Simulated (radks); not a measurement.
Species: Ce+. Configuration: [Xe] 4f1 5d2 (the NIST ground configuration). Calculated with a radial shooting solver on a logarithmic mesh with Libxc functionals: Dirac Kohn-Sham, LDA (Slater exchange, Perdew-Wang correlation), spin-unpolarised, spherical densities, finite nucleus; open shells fill j = l - 1/2 first; Fermi nuclear charge, rms radius 4.8771 fm.

Normalised radial functions P(r) = r R(r) (large component), r in bohr:

r            5p3/2
0.0009788   0.0004
0.001234    0.0007
0.001569    0.0011
0.001979    0.0017
0.002516    0.0027
0.003198    0.0042
0.004033    0.0064
0.005127    0.0099
0.006466    0.0149
0.00822     0.0227
0.01037     0.0335
0.01318     0.0492
0.01675     0.0707
0.02113     0.0974
0.02686     0.1305
0.03387     0.1645
0.04306     0.1943
0.0543      0.2058
0.06903     0.1833
0.08775     0.1104
0.1107     -0.0103
0.1407     -0.1619
0.1774     -0.2767
0.2255     -0.2837
0.2844     -0.1346
0.3616      0.1424
0.4597      0.3939
0.5797      0.4342
0.737       0.1820
0.9294     -0.2498
1.181      -0.6679
1.49       -0.8592
1.894      -0.7903
2.408      -0.5527
3.037      -0.3047
3.86       -0.1244
4.868      -0.0381
6.189      -0.0074
7.805      -0.0009
9.922      -0.0001

5p3/2: eigenvalue -26.429 eV, 3 radial nodes at r = 0.109, 0.322, 0.818 bohr, <r> = 1.80 bohr, 90 % of the charge inside 2.63 bohr.
